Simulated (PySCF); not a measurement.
CBr₃, doublet, at a GFN2-xTB geometry; PySCF with HF/STO-3G.

The PySCF input:
```python
from pyscf import gto, scf

mol = gto.Mole()
mol.atom = '''
    Br   -0.90210057    1.60547864    0.00874749
    C    -0.00024609   -0.00644433    0.35123384
    Br   -0.93921857   -1.58329200   -0.04978510
    Br    1.84136133   -0.02108190   -0.01917391
'''
mol.basis = 'sto-3g'
mol.spin = 1
mol.verbose = 4
mol.build()

mf = scf.UHF(mol)
mf.kernel()
mo_i, mo_e, stable_i, stable_e = mf.stability(internal=True, external=True, return_status=True, nroots=6, tol=1e-6)
print('internally stable:', stable_i, ' externally stable:', stable_e)
if not stable_i:
    umf = mf.copy()
    umf.scf_summary = {}
    umf.kernel(umf.make_rdm1(mo_i, mf.mo_occ))
mf.analyze()
```

Output, abridged:

```
PySCF version 2.14.0

[INPUT] verbose = 4
[INPUT] num. atoms = 4
[INPUT] num. electrons = 111
[INPUT] charge = 0
[INPUT] spin (= nelec alpha-beta = 2S) = 1
[INPUT] symmetry False subgroup None
[INPUT] Mole.unit = angstrom
[INPUT] Symbol           X                Y                Z      unit          X                Y                Z       unit  Magmom
[INPUT]  1 Br    -0.902100570000   1.605478640000   0.008747490000 AA   -1.704723014114   3.033914928439   0.016530360377 Bohr   0.0
[INPUT]  2 C     -0.000246090000  -0.006444330000   0.351233840000 AA   -0.000465042702  -0.012178018756   0.663735763279 Bohr   0.0
[INPUT]  3 Br    -0.939218570000  -1.583292000000  -0.049785100000 AA   -1.774865868406  -2.991988255215  -0.094080204084 Bohr   0.0
[INPUT]  4 Br     1.841361330000  -0.021081900000  -0.019173910000 AA    3.479668610065  -0.039839017185  -0.036233438637 Bohr   0.0

nuclear repulsion = 787.191015033958
number of shells = 27
number of NR pGTOs = 177
number of NR cGTOs = 59
basis = sto-3g
ecp = {}

******** <class 'pyscf.scf.uhf.UHF'> ********
method = UHF
initial guess = minao
damping factor = 0
level_shift factor = 0
DIIS = <class 'pyscf.scf.diis.CDIIS'>
diis_start_cycle = 1
diis_space = 8
diis_damp = 0
SCF conv_tol = 1e-09
SCF conv_tol_grad = None
SCF max_cycles = 50
direct_scf = True
direct_scf_tol = 1e-13
number electrons alpha = 56  beta = 55
Set gradient conv threshold to 3.16228e-05
init E= -7660.29885757042

cycle= 1 E= -7671.16280356881  delta_E= -10.9  |g|= 0.445  |ddm|= 2.22
cycle= 2 E= -7671.28446770859  delta_E= -0.122  |g|= 0.287  |ddm|= 1.17
cycle= 3 E= -7671.34968056882  delta_E= -0.0652  |g|= 0.0564  |ddm|= 0.448
cycle= 4 E= -7671.36029630334  delta_E= -0.0106  |g|= 0.028  |ddm|= 0.326
cycle= 5 E= -7671.36339537755  delta_E= -0.0031  |g|= 0.0141  |ddm|= 0.198
cycle= 6 E= -7671.36418868104  delta_E= -0.000793  |g|= 0.00459  |ddm|= 0.108
cycle= 7 E= -7671.36426520003  delta_E= -7.65e-05  |g|= 0.00159  |ddm|= 0.0367
cycle= 8 E= -7671.36427286865  delta_E= -7.67e-06  |g|= 0.000484  |ddm|= 0.0103
cycle= 9 E= -7671.3642734304  delta_E= -5.62e-07  |g|= 0.000162  |ddm|= 0.0023
cycle= 10 E= -7671.36427351602  delta_E= -8.56e-08  |g|= 3.12e-05  |ddm|= 0.0011
cycle= 11 E= -7671.36427351892  delta_E= -2.9e-09  |g|= 6.42e-06  |ddm|= 0.000176
cycle= 12 E= -7671.36427351902  delta_E= -1.02e-10  |g|= 1.72e-06  |ddm|= 2.76e-05
Extra cycle  E= -7671.36427351904  delta_E= -2e-11  |g|= 9.53e-07  |ddm|= 5.36e-06
converged SCF energy = -7671.36427351904  <S^2> = 0.77077995  2S+1 = 2.0206731
uhf_internal: lowest eigs of H = [0.37116376 0.44788228 0.44788228 0.49325541 0.50472138 0.50472175]
<class 'pyscf.scf.uhf.UHF'> wavefunction is stable in the internal stability analysis
uhf_real2complex: lowest eigs of H = [0.21448482 0.27395781 0.27395789 0.27901165 0.2834742  0.28347449]
<class 'pyscf.scf.uhf.UHF'> wavefunction is stable in the real -> complex stability analysis
uhf_external: lowest eigs of H = [1.27740068e-07 1.89400205e-01 2.21717174e-01 2.21717230e-01
 2.41520111e-01 2.41520145e-01]
<class 'pyscf.scf.uhf.UHF'> wavefunction is stable in the UHF/UKS -> GHF/GKS stability analysis
internally stable: True  externally stable: True
**** SCF Summaries ****
Total Energy =                       -7671.364273519039671
Nuclear Repulsion Energy =             787.191015033957797
One-electron Energy =               -12305.965158066948788
Two-electron Energy =                 3847.409869513950980
Two-electron Coulomb Energy =         4124.502213438006038
DFT Exchange-Correlation Energy =     -277.092343924055058
**** MO energy ****
                             alpha | beta                alpha | beta
MO #1   energy= -484.51791805254   | -484.517940576645  occ= 1 | 1
MO #2   energy= -484.517918051203  | -484.517940575313  occ= 1 | 1
MO #3   energy= -484.517917478472  | -484.517940000191  occ= 1 | 1
MO #4   energy= -63.2434379239797  | -63.243434621479   occ= 1 | 1
MO #5   energy= -63.2434379226754  | -63.2434346201792  occ= 1 | 1
MO #6   energy= -63.2433375170934  | -63.2433337906755  occ= 1 | 1
MO #7   energy= -57.7933227195186  | -57.7938627073847  occ= 1 | 1
MO #8   energy= -57.7933227182117  | -57.7938627060888  occ= 1 | 1
MO #9   energy= -57.7933216654346  | -57.7938615983087  occ= 1 | 1
MO #10  energy= -57.7914145080678  | -57.7911753294492  occ= 1 | 1
MO #11  energy= -57.7914145067581  | -57.7911714286874  occ= 1 | 1
MO #12  energy= -57.7914144266652  | -57.7911714273849  occ= 1 | 1
MO #13  energy= -57.7911759286583  | -57.7910154369939  occ= 1 | 1
MO #14  energy= -57.7911720234358  | -57.7910154356919  occ= 1 | 1
MO #15  energy= -57.791172022131   | -57.7910154077168  occ= 1 | 1
MO #16  energy= -11.1315932783211  | -11.0994351388539  occ= 1 | 1
MO #17  energy= -9.18755264588771  | -9.18761787532613  occ= 1 | 1
MO #18  energy= -9.18755264466435  | -9.18761787411887  occ= 1 | 1
MO #19  energy= -9.18743149215155  | -9.18749404068204  occ= 1 | 1
MO #20  energy= -6.93861088457846  | -6.94024174737967  occ= 1 | 1
MO #21  energy= -6.93861088333195  | -6.94024174616489  occ= 1 | 1
MO #22  energy= -6.93842569206907  | -6.94004508289328  occ= 1 | 1
MO #23  energy= -6.92673804855649  | -6.92619794460254  occ= 1 | 1
MO #24  energy= -6.92673804735716  | -6.92582139974168  occ= 1 | 1
MO #25  energy= -6.92668115861573  | -6.92582139872181  occ= 1 | 1
MO #26  energy= -6.92621193167063  | -6.92554676526359  occ= 1 | 1
MO #27  energy= -6.92580847231309  | -6.92554676425388  occ= 1 | 1
MO #28  energy= -6.92580847112397  | -6.92552499856587  occ= 1 | 1
MO #29  energy= -2.29691856041811  | -2.2971629144631   occ= 1 | 1
MO #30  energy= -2.29643325598714  | -2.29675757489908  occ= 1 | 1
MO #31  energy= -2.29643325476207  | -2.29675757368673  occ= 1 | 1
MO #32  energy= -2.2920944150118   | -2.29205831270858  occ= 1 | 1
MO #33  energy= -2.29171368049694  | -2.29180385817168  occ= 1 | 1
MO #34  energy= -2.29171367927859  | -2.29180385776694  occ= 1 | 1
MO #35  energy= -2.29138682049223  | -2.29171123584401  occ= 1 | 1
MO #36  energy= -2.29138681930476  | -2.29171123541685  occ= 1 | 1
MO #37  energy= -2.29124354528528  | -2.29163195298522  occ= 1 | 1
MO #38  energy= -2.27860141220896  | -2.27829828293846  occ= 1 | 1
MO #39  energy= -2.27860095649574  | -2.2782978476849   occ= 1 | 1
MO #40  energy= -2.27860095527504  | -2.27829784659833  occ= 1 | 1
MO #41  energy= -2.27859771982072  | -2.27829756103687  occ= 1 | 1
MO #42  energy= -2.27859764245208  | -2.27829755995053  occ= 1 | 1
MO #43  energy= -2.27859764123236  | -2.27829728501851  occ= 1 | 1
MO #44  energy= -1.08198714992192  | -1.02738667070136  occ= 1 | 1
MO #45  energy= -0.895877364898905 | -0.890933392418909 occ= 1 | 1
MO #46  energy= -0.89587736332478  | -0.89093339104399  occ= 1 | 1
MO #47  energy= -0.684472290868303 | -0.624777591891194 occ= 1 | 1
MO #48  energy= -0.530498372154169 | -0.479551031193339 occ= 1 | 1
MO #49  energy= -0.496058392610412 | -0.479551030743115 occ= 1 | 1
MO #50  energy= -0.496058392155658 | -0.404243973688212 occ= 1 | 1
MO #51  energy= -0.363066618459214 | -0.352005173253133 occ= 1 | 1
MO #52  energy= -0.363066617839917 | -0.352005172769595 occ= 1 | 1
MO #53  energy= -0.338323816333892 | -0.337647615117936 occ= 1 | 1
MO #54  energy= -0.338323815782176 | -0.337647614645686 occ= 1 | 1
MO #55  energy= -0.328941495554101 | -0.328769483464517 occ= 1 | 1
MO #56  energy= -0.276522477140177 | 0.223738356907977  occ= 1 | 0
MO #57  energy= 0.242905962812517  | 0.298524678276411  occ= 0 | 0
MO #58  energy= 0.376856914028184  | 0.427964260786009  occ= 0 | 0
MO #59  energy= 0.376856917478139  | 0.42796426412883   occ= 0 | 0

To work with the spin densities directly, `use mulliken_meta_spin()` only printing them here.

 ** Mulliken spin pop alpha/beta on meta-lowdin orthogonal AOs **
 ** Mulliken Spin Density (per AO)  **
spin_pop of  0 Br 1s       -0.00000
spin_pop of  0 Br 2s        0.00000
spin_pop of  0 Br 3s       -0.00003
spin_pop of  0 Br 4s        0.00243
spin_pop of  0 Br 2px      -0.00000
spin_pop of  0 Br 2py      -0.00000
spin_pop of  0 Br 2pz       0.00000
spin_pop of  0 Br 3px      -0.00001
spin_pop of  0 Br 3py      -0.00003
spin_pop of  0 Br 3pz       0.00004
spin_pop of  0 Br 4px      -0.01791
spin_pop of  0 Br 4py      -0.05668
spin_pop of  0 Br 4pz       0.04923
spin_pop of  0 Br 3dxy      0.00001
spin_pop of  0 Br 3dyz      0.00003
spin_pop of  0 Br 3dz^2     0.00000
spin_pop of  0 Br 3dxz      0.00001
spin_pop of  0 Br 3dx2-y2    0.00000
spin_pop of  1 C 1s       -0.00002
spin_pop of  1 C 2s        0.14779
spin_pop of  1 C 2px       0.06816
spin_pop of  1 C 2py       0.06841
spin_pop of  1 C 2pz       0.78434
spin_pop of  2 Br 1s       -0.00000
spin_pop of  2 Br 2s        0.00000
spin_pop of  2 Br 3s       -0.00003
spin_pop of  2 Br 4s        0.00243
spin_pop of  2 Br 2px      -0.00000
spin_pop of  2 Br 2py      -0.00000
spin_pop of  2 Br 2pz       0.00000
spin_pop of  2 Br 3px      -0.00001
spin_pop of  2 Br 3py      -0.00003
spin_pop of  2 Br 3pz       0.00004
spin_pop of  2 Br 4px      -0.01944
spin_pop of  2 Br 4py      -0.05609
spin_pop of  2 Br 4pz       0.05017
spin_pop of  2 Br 3dxy      0.00001
spin_pop of  2 Br 3dyz      0.00003
spin_pop of  2 Br 3dz^2     0.00001
spin_pop of  2 Br 3dxz      0.00001
spin_pop of  2 Br 3dx2-y2    0.00000
spin_pop of  3 Br 1s       -0.00000
spin_pop of  3 Br 2s        0.00000
spin_pop of  3 Br 3s       -0.00003
spin_pop of  3 Br 4s        0.00243
spin_pop of  3 Br 2px      -0.00000
spin_pop of  3 Br 2py       0.00000
spin_pop of  3 Br 2pz       0.00000
spin_pop of  3 Br 3px      -0.00004
spin_pop of  3 Br 3py       0.00000
spin_pop of  3 Br 3pz       0.00004
spin_pop of  3 Br 4px      -0.07528
spin_pop of  3 Br 4py       0.00023
spin_pop of  3 Br 4pz       0.04970
spin_pop of  3 Br 3dxy      0.00000
spin_pop of  3 Br 3dyz      0.00000
spin_pop of  3 Br 3dz^2     0.00000
spin_pop of  3 Br 3dxz      0.00004
spin_pop of  3 Br 3dx2-y2    0.00001
 ** Mulliken Spin Density (per atom)  **
spin density of  0 Br =     -0.02290
spin density of  1 C =      1.06869
spin density of  2 Br =     -0.02290
spin density of  3 Br =     -0.02290
 ** Mulliken pop alpha/beta on meta-lowdin orthogonal AOs **
 ** Mulliken pop       alpha | beta **
In total            56.00000 | 55.00000
 ** Mulliken atomic charges   ( Nelec_alpha | Nelec_beta ) **
charge of  0Br =      0.03430  (    17.47140     17.49430 )
charge of  1C =     -0.10290  (     3.58579      2.51711 )
charge of  2Br =      0.03430  (    17.47140     17.49430 )
charge of  3Br =      0.03430  (    17.47140     17.49430 )
Dipole moment(X, Y, Z, Debye): -0.00011, -0.00297,  0.16205
```
